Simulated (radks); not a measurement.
Problem. Successive ionisation energies (eV) of one element, from differences of total energies of ions in their ground configurations, starting at charge 57: 12637.9, 12907.9, 13312.4, 13600.9, 13880.0, 14961.5, 15250.5, 61936, 63166. All-electron calculation, scalar-relativistic Kohn-Sham, SCAN, spin-polarised, spherical densities, finite nucleus; open shells are filled with parallel spins first (spin-orbit coupling, left out, can overturn this in heavy ions); meta-GGA in the generalised Kohn-Sham scheme; Fermi nuclear charge, rms radius 5.2218 fm. Program: a radial shooting solver on a logarithmic mesh with Libxc functionals. Which element is it?

Solution. Dysprosium (Z = 66). The first species listed is Dy57+ in [He] 2s2 2p5, the last Dy65+ in 1s1.
